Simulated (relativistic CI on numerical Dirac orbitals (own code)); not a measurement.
**The 19-electron sequence from Pr⁴⁰⁺ to Pt⁵⁹⁺**

Calculated at this level of theory: Dirac-Coulomb-Breit CI, KLI orbitals optimised for each configuration, a model potential for QED, unscaled Slater integrals (own radial code, finite nucleus).

Configurations in the expansion (outside the closed core [Ne]): 3s2 3p6 3d, 3s2 3p6 4s, 3s2 3p5 3d2, 3s 3p6 3d2, 3s2 3p6 4p, 3p6 3d3, 3p5 3d4. Double excitations out of closed p, d and f shells are left out; levels of such configurations are missing from the list, as are those of other unlisted configurations, and high levels can miss mixing partners.

Energies above each ion's lowest level, in eV. Levels are followed by their leading LS label, which can pass from one level to another where the coupling changes.

```
  Ion  3s2 3p6 3d 2D_3/2  3s2 3p6 3d 2D_5/2  3s2 3p5 3d2 4D°_1/2  3s2 3p5 3d2 4D°_3/2  3s2 3p5 3d2 4F°_5/2  3s2 3p5 3d2 4D°_5/2  3s2 3p5 3d2 4G°_9/2
Pr⁴⁰⁺                  0             26.129               185.32               186.08               191.34               208.77               212.71
Nd⁴¹⁺                  0             28.365               189.79               190.42                195.8               215.16               219.17
Pm⁴²⁺                  0             30.743               194.27               194.78               200.27               221.71               225.78
Sm⁴³⁺                  0             33.268               198.78               199.14               204.76               228.42               232.56
Eu⁴⁴⁺                  0             35.946               203.31               203.52               209.26               235.31                239.5
Gd⁴⁵⁺                  0             38.784               207.86               207.91               213.77               242.36               246.61
Tb⁴⁶⁺                  0             41.787               212.42               212.32                218.3                249.6                253.9
Dy⁴⁷⁺                  0             44.962               217.01               216.74               222.84               257.03               261.38
Ho⁴⁸⁺                  0             48.317               221.62               221.17                227.4               264.66               269.05
Er⁴⁹⁺                  0             51.857               226.25               225.62               231.97               272.49               276.93
Tm⁵⁰⁺                  ?                  ?                    ?                    ?                    ?                    ?                    ?
Yb⁵¹⁺                  0             59.522               235.57               234.56               241.17               288.79                293.3
Lu⁵²⁺                  0             63.662               240.26               239.05               245.79               297.27               301.82
Hf⁵³⁺                  0             68.016               244.97               243.56               250.43               305.98               310.56
Ta⁵⁴⁺                  0             72.592                249.7               248.09               255.09               314.94               319.55
 W⁵⁵⁺                  0             77.398               254.46               252.64               259.77               324.14               328.78
Re⁵⁶⁺                  0             82.442               259.23                257.2               264.46                333.6               338.26
Os⁵⁷⁺                  0             87.731               264.02               261.78               269.17               343.33               348.01
Ir⁵⁸⁺                  0             93.274               268.84               266.39               273.91               353.33               358.03
Pt⁵⁹⁺                  0             99.079               273.67               271.01               278.66               363.61               368.33
```

Fill in the row of Tm⁵⁰⁺.

3s2 3p6 3d 2D_3/2 0, 3s2 3p6 3d 2D_5/2 55.59, 3s2 3p5 3d2 4D°_1/2 230.9, 3s2 3p5 3d2 4D°_3/2 230.08, 3s2 3p5 3d2 4F°_5/2 236.56, 3s2 3p5 3d2 4D°_5/2 280.53, 3s2 3p5 3d2 4G°_9/2 285 (eV).

The lowest level keeps the configuration 3s2 3p6 3d and J = 3/2 throughout.

Between Z = 75 and 78 the energy of 3s2 3p6 3d 2D_5/2 follows a local power law Z^4.7. For orientation: electrostatic splittings inside a shell grow about linearly with the screened charge, excitations that change n as its square, and fine structure as its fourth power; written in Z itself the exponents are larger, since the screened charge grows faster in proportion.
